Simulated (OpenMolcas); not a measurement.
## Hf⁺: effect of the IPEA shift

```yaml
Program: OpenMolcas 26.06
Basis: ANO-RCC-VTZP [8s7p5d3f2g1h]
Scalar_Hamiltonian: DKH2, point nucleus
Active_space: 3 electrons in 9 orbitals (RAS2 5d 6s; RAS3 6p, at most 2 electrons)
State_averaging: 2S+1 = 2 even, 70 roots; 2S+1 = 4 even, 20 roots kept (CI in the orbitals of an earlier block); 2S+1 = 2 odd, 85 roots; 2S+1 = 4 odd, 45 roots kept (CI in the orbitals of an earlier block)
Spin-orbit_coupling: state interaction with AMFI integrals over the reference wave functions, term energies averaged over their components
```

Methods on the same reference wave functions:
A. RASSCF
B. MS-RASPT2, IPEA 0 Eh, imaginary shift 0.1 Eh (closed shells correlated: 5s 5p)
C. MS-RASPT2, IPEA 0.25 Eh, imaginary shift 0.1 Eh (closed shells correlated: 5s 5p)

Energies in cm-1 above 5d 6s2 2D 3/2, the measured ground level; measured values from NIST Handbook of Basic Atomic Spectroscopic Data.

```
                  Level      A      B      C  Measured
          5d 6s2 2D 3/2    0.0    0.0    0.0       0.0
   5d 6s2 2D 5/2 [68 %]   2574   2670   2750      3051
          5d2 6s 4F 3/2   2793   2660   2950      3645
   5d2 6s 4F 5/2 [67 %]   4149   4050   4270      4905
          5d2 6s 4F 7/2   5392   5330   5640      6344
          5d2 6s 4F 9/2   7421   7350   7660      8362
          5d2 6s 4P 1/2  11530  11090  11480          
   5d2 6s 2F 5/2 [75 %]  11939  11330  11780          
          5d2 6s 4P 3/2  12520  12120  12500          
   5d2 6s 4P 5/2 [69 %]  13240  12740  13150     13486
          5d2 6s 2P 1/2  14458  13730  14410          
          5d2 6s 2F 7/2  14923  14300  14760          
      5d3 4F 3/2 [68 %]  16589  17510  17890          
   5d2 6s 2D 5/2 [58 %]  17204  16640  17090          
          5d2 6s 2G 7/2  17913  17050  17500          
          5d2 6s 2G 9/2  17953  16940  17400          
      5d3 4F 5/2 [74 %]  18306  18870  19190          
             5d3 4F 7/2  19867  20530  20850          
             5d3 4F 9/2  21602  22140  22490          
5d 6s 6p 4F* 3/2 [74 %]  23869  27720  27820          
             5d3 4P 1/2  26250  25990  26490          
5d 6s 6p 4D* 1/2 [61 %]  26488  29420  29500          
             5d3 4P 3/2  26689  26260  26790          
5d 6s 6p 4D* 3/2 [74 %]  27532  30830  30940
```

Deviations, from unrounded energies. A percentage is the sum of absolute deviations over the sum of measured energies, with the sign that they share, or ± where signs differ.

```
                  Against measurement  Levels      A      B      C
       mean absolute deviation (cm-1)       6    700    830    560
fine structure of the ground term (%)       1  -15.6  -12.3  -10.0
             other configurations (%)       5  -10.2  -12.6   -8.4
```

C lies closest to measurement on these levels and B furthest from it. The largest miss of C in the table is 5d2 6s 4F 7/2, by -700 cm-1. The ranking rests on the paired levels alone, and a cruder setting can come out closer through cancelling errors.

Between B and C the level of the table that moves most is 5d2 6s 2P 1/2, by 680 cm-1 (lowest in B, highest in C). Moves below CASPT2's spread within the term are not significant.

The mean deviations of B to C differ by less than CASPT2's widest spread within a term (840 cm-1), so their order carries little weight.

The lowest spin-free term lies below A's lowest term by 0.246 hartree in B, 0.242 hartree in C.

CASPT2 does not keep the components of a term degenerate, so their means are used; among the terms shown or strongly mixed into the levels shown the widest spread is 840 cm-1 (5d2 6s 2F, B). Terms from blocks run as CI alone lack orbitals of their own. Configurations are named by rounded mean occupations; where the s occupation lies near a half they are strongly mixed, a name can repeat and a true partner stay unpaired. A single d shell beside an s shell can misplace configurations of different d count against each other. Without dynamic correlation excited terms often stand tens of per cent too high (terms of higher spin than the ground term too low), and those without a measured partner can miss by more than the paired ones (holds for A). Blocks of more than 70 roots (2S+1 = 2 odd) ran without multistate coupling (holds for B; C). Some levels mix across a computed gap that differs much from the measured one, so their mixing is not that of the real levels (holds for B). The CASPT2 spread within a term exceeds the gap to the next term for 5d2 6s 4P and 5d2 6s 2F, so the order of their levels is uncertain, and so are names and mixing where such terms share a J (holds for B). Computed and measured levels are paired by configuration, term and J; levels that our copy of the source lacks, or whose pairing is in doubt (as where it misses far off the trend of its configuration), stay unpaired and out of the deviations. Only configurations of the active space appear. The table leaves out levels that lie high or whose names do not pair safely across all columns.

A share in square brackets marks a mixed level and gives the weight of the term that names it, the lowest over the columns. * marks odd parity.
